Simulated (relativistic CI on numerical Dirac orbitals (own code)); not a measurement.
## Br¹⁰⁺: sensitivity of the levels to the model

Base calculation: Dirac-Coulomb-Breit CI, separate exchange-only KLI orbitals for each configuration, model QED (radiative potential, 1s self-energy scaled to tabulated hydrogen-like ionisation energies), unscaled Slater integrals.

Configuration list (outside the closed core [Ne]): 3s²3p⁶3d⁷, 3s²3p⁵3d⁸, 3s²3p⁴3d⁹, 3s3p⁶3d⁸, 3s²3p⁶3d⁶4s, 3s²3p⁶3d⁶4p, 3p⁶3d⁹, 3s²3p⁶3d⁶4d, 3s²3p⁶3d⁵4s², 3s²3p⁶3d⁵4s4p, 3s²3p⁶3d⁶4f, 3s²3p⁶3d⁶5s, 3s²3p⁶3d⁵4p², 3s²3p⁶3d⁶5p, 3s3p⁵3d⁹, 3s²3p⁶3d⁵4s4d, 3s²3p⁵3d⁷4s, 3s²3p⁶3d⁶5d, 3s²3p⁶3d⁵4p4d, 3s²3p⁶3d⁶5f, 3s²3p⁶3d⁶6s, 3s²3p⁶3d⁶5g, 3s²3p⁵3d⁷4p, 3s²3p⁶3d⁶6p, 3s²3p⁴3d⁸4s, 3s²3p⁵3d⁶4s², 3s²3p⁶3d⁵4d², 3s²3p⁶3d⁶6d, 3s²3p⁴3d⁸4p, 3s3p⁶3d⁷4s, 3s3p⁵3d⁸4s, 3s3p⁶3d⁶4s², 3s3p⁶3d⁷4p, 3p⁶3d⁸4s. Levels of other configurations are missing.

Variants: (1) P86 correlation estimate; (2) Breit term removed; (3) only the first configuration. Shifts of the energy above 3s²3p⁶3d⁷ ⁴F9/2, in cm⁻¹, for the lowest level and the first level of each name with at least 55 % of one term (blank where a level changes its place among those of its configuration and J or its character, or is not in the variant):

| Level | Base | Δ(1) | Δ(2) | Δ(3) |
| --- | --- | --- | --- | --- |
| 3s²3p⁶3d⁷ ⁴F9/2 | 0.0 | 0.0 | 0.0 | 0.0 |
| 3s²3p⁶3d⁷ ⁴F7/2 | 6529.7 | +0.1 | +153.6 | -1.6 |
| 3s²3p⁶3d⁷ ⁴F5/2 | 10620.0 | +0.2 | +204.8 | +95.7 |
| 3s²3p⁶3d⁷ ⁴F3/2 | 13211.0 | +0.3 | +205.2 | +179.5 |
| 3s²3p⁶3d⁷ ⁴P3/2 | 36834.5 | +7.3 | -426.7 | +4485.5 |
| 3s²3p⁶3d⁷ ⁴P5/2 | 38380.2 | +7.9 | -156.2 | +3278.0 |
| 3s²3p⁶3d⁷ ²G9/2 | 41164.7 | -2.1 | +168.5 | +309.1 |
| 3s²3p⁶3d⁷ ⁴P1/2 | 42027.1 | +7.7 | -2.8 | +3710.0 |
| 3s²3p⁶3d⁷ ²G7/2 | 47240.5 | -1.9 | +428.8 | +578.4 |
| 3s²3p⁶3d⁷ ²P1/2 | 54754.2 | +6.7 | +366.6 | +7103.8 |
| 3s²3p⁶3d⁷ ²D5/2 | 54879.2 | +5.6 | +65.6 | +5982.9 |
| 3s²3p⁶3d⁷ ²H11/2 | 57205.2 | -4.1 | +571.0 | -2003.3 |
| 3s²3p⁶3d⁷ ²H9/2 | 63397.2 | -4.0 | +746.1 | -1769.0 |
| 3s²3p⁶3d⁷ ²D3/2 | 65726.4 | +5.7 | +655.2 | +6030.7 |

At this charge energies of transitions that change n are usually good to better than 1 %, and those within a shell (Δn = 0) to a few per cent. Terms inside the open d or f shell come out 10 to 20 % too wide with unscaled integrals.

Ionisation energy from the two ground configurations alone: base 300.526 eV; P86 correlation estimate 302.239 eV. The NIST ASD value (theoretical) is 301 eV.

LS names give the leading component of a level, which can be under half, so a name can repeat, a term be missing and a line seem to break the LS rules.
